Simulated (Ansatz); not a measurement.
Molecule: 3,3,3-trifluoroprop-1-ene, C3H3F3 (charge 0, singlet). 
Coordinates optimised at B3LYP-D3(BJ)/def2-TZVP (Ansatz, a first-principles code):
```
C
C 1 1.3220
H 2 1.0815 1 120.86
H 2 1.0816 3 117.53 1 -180.00
H 1 1.0828 2 122.61 3 0.00
C 1 1.4944 5 113.90 2 -180.00
F 6 1.3446 1 113.25 5 -180.00
F 6 1.3522 7 107.28 1 122.91
F 6 1.3522 7 107.28 8 114.18
```
Charge 0, spin multiplicity 1.

Quantity: vertical triplet-singlet gap (E(triplet) - E(singlet); each state is the SCF solution reached for its spin), in kcal/mol. Cores are frozen in the correlated levels unless marked. UHF or UKS for open shells. No spin-orbit coupling. Non-relativistic. CBS(X,Y): correlation extrapolated as X^-3; Hartree-Fock from the larger set. [CCSD(T)-MP2]/basis is that difference in the basis named.

```json
[
 {"level": "SVWN5/def2-TZVPD", "program": "Ansatz", "vertical triplet-singlet gap (kcal/mol)": "111.0"},
 {"level": "r2SCAN/def2-TZVPD", "program": "Ansatz", "vertical triplet-singlet gap (kcal/mol)": "96.8"},
 {"level": "wB97X-V/def2-TZVPD", "program": "Ansatz", "vertical triplet-singlet gap (kcal/mol)": "105.9"},
 {"level": "B2PLYP/def2-TZVPD", "program": "Ansatz", "vertical triplet-singlet gap (kcal/mol)": "?"},
 {"level": "SCS-MP2/aug-cc-pVTZ", "program": "Ansatz", "vertical triplet-singlet gap (kcal/mol)": "111.0"},
 {"level": "CCSD/aug-cc-pVDZ", "program": "Ansatz", "vertical triplet-singlet gap (kcal/mol)": "?"},
 {"level": "RI-MP2/CBS(aug-cc-pVTZ,aug-cc-pVQZ)+[CCSD(T)-MP2]/aug-cc-pVTZ", "program": "Ansatz", "vertical triplet-singlet gap (kcal/mol)": "?"}
]
```

Complete the blanks.


- B2PLYP/def2-TZVPD, vertical triplet-singlet gap (kcal/mol): 105.3
- CCSD/aug-cc-pVDZ, vertical triplet-singlet gap (kcal/mol): 104.7
- RI-MP2/CBS(aug-cc-pVTZ,aug-cc-pVQZ)+[CCSD(T)-MP2]/aug-cc-pVTZ, vertical triplet-singlet gap (kcal/mol): 108.0
